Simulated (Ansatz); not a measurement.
Hg₃S₂ (the lowest singlet isomer of a short search) was relaxed with B3LYP-D4 (def2-SVP) in Ansatz in these states: neutral quintet, neutral singlet, neutral triplet. The geometries follow in no particular order.

In the def2 sets Hg takes a core potential; there is no spin–orbit coupling.

A:

Cartesian coordinates in Å:
```
Hg -1.426 3.738 -1.561
Hg 1.464 -4.809 2.270
Hg 0.733 -1.355 0.407
S 0.659 0.824 -1.251
S -1.429 1.602 0.135
```

B:

Cartesian coordinates in Å:
```
Hg -0.631 0.865 -4.265
Hg -0.520 -1.771 2.892
Hg 1.709 1.130 2.505
S -0.850 -0.883 -0.481
S 0.292 0.660 -0.651
```

C:

```xyz
5

Hg   -0.7155    2.6753   -2.2185
Hg    0.8878   -3.2353    2.6844
Hg    0.2606   -0.9880    0.8165
S    -0.0683    1.5341    0.2292
S    -0.3646    0.0139   -1.5115
```

Task: Judge from the bond lengths which geometry belongs to which state (an estimate).

Result: A is the neutral quintet (Hg3–S4 2.739 Å, Hg1–S4 3.596 Å, Hg3–S5 3.673 Å); B is the neutral triplet (Hg3–S4 4.418 Å, Hg1–S4 4.174 Å, Hg3–S5 3.492 Å); C is the neutral singlet (Hg3–S4 2.610 Å, Hg1–S4 2.777 Å, Hg3–S5 2.610 Å).

At PBE0-D4/def2-TZVP a triplet lies 3.20 eV below the neutral quintet. At PBE0-D4/def2-TZVP a triplet lies 1.55 eV below the neutral singlet. These are the stationary points nearest to one start from a short search; other shapes may lie lower in each state. The neutral quintet has come apart into loosely held pieces. The neutral triplet has come apart into loosely held pieces.
